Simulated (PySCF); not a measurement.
Geometry:
```
atom   x (Å)   y (Å)   z (Å)
 Si1  -0.194  -0.036   0.390
  N2  -1.357  -0.873  -0.578
  C3  -1.583  -2.294  -0.588
  C4  -2.086  -0.148  -1.589
  N5  -0.736   1.539   0.837
  C6  -1.716   1.727   1.876
  C7  -0.380   2.741   0.133
  N8   1.324   0.115  -0.434
  C9   2.398   0.912   0.103
 C10   1.585  -0.454  -1.731
 S11   0.068  -1.173   2.224
Si12   1.739  -2.340   1.559
 H13  -1.169  -2.789  -1.490
 H14  -1.130  -2.759   0.297
 H15  -2.666  -2.517  -0.560
 H16  -1.948   0.936  -1.460
 H17  -1.767  -0.410  -2.618
 H18  -3.171  -0.354  -1.520
 H19  -2.683   2.091   1.476
 H20  -1.371   2.461   2.629
 H21  -1.911   0.783   2.407
 H22   0.084   3.489   0.805
 H23   0.335   2.519  -0.672
 H24  -1.264   3.225  -0.330
 H25   2.154   1.248   1.123
 H26   2.595   1.813  -0.511
 H27   3.342   0.338   0.156
 H28   2.470  -1.118  -1.713
 H29   1.774   0.327  -2.495
 H30   0.724  -1.050  -2.064
 H31   3.012  -1.565   1.505
 H32   1.489  -2.968   0.227
 H33   1.897  -3.427   2.572
```

Equivalent nuclei averaged, single conformer, no solvent, relativity neglected. σ from GIAO-KT2/pcSseg-1; coordinates at the PBE0-D3(BJ)/def2-SVP level; PySCF 2.14.

δ = σ(ref) − σ, references computed at the same level: 13C (183.22 ppm) and 1H (31.18 ppm) and 29Si (361.05 ppm) against TMS; 15N (264.30 ppm) vs NH3; 33S (518.69 ppm) against CS2.

```json
{"atoms": "H31/H32/H33", "nucleus": "1H", "count": "3", "δ (ppm)": "4.53"}
{"atoms": "Si1", "nucleus": "29Si", "count": "1", "δ (ppm)": "-15.2"}
{"atoms": "S11", "nucleus": "33S", "count": "1", "δ (ppm)": "?"}
{"atoms": "Si12", "nucleus": "29Si", "count": "1", "δ (ppm)": "-58.3"}
{"atoms": "N2/N5/N8", "nucleus": "15N", "count": "3", "δ (ppm)": "48.2"}
{"atoms": "C3/C4/C6/C7/C9/C10", "nucleus": "13C", "count": "6", "δ (ppm)": "39.4"}
{"atoms": "H13/H14/H15/H16/H17/H18/H19/H20/H21/H22/H23/H24/H25/H26/H27/H28/H29/H30", "nucleus": "1H", "count": "18", "δ (ppm)": "?"}
```

Fill in the missing shifts.

## Answers


- H13/H14/H15/H16/H17/H18/H19/H20/H21/H22/H23/H24/H25/H26/H27/H28/H29/H30: 2.56 ppm, hydrogen on a carbon bonded to N
- S11: -241 ppm, sulfur bonded to 2 Si

Shifts are as computed. Against solution values, carbons near 30 ppm lie about +2 ppm off and those near 130 ppm about -5 ppm (rms about the fit 1.2 ppm; single classes can miss by 10 ppm). Of 1328 compounds with measured shifts, 309 miss one by over three times the rms of a fit or turn the order of signals round; such compounds aren't used in these exercises. Signals without a measured value on file couldn't be tested in this way. Experimental scales use liquid or dissolved standards, which lie at an offset from isolated NH3 (liquid NH3: subtract about 20 ppm).
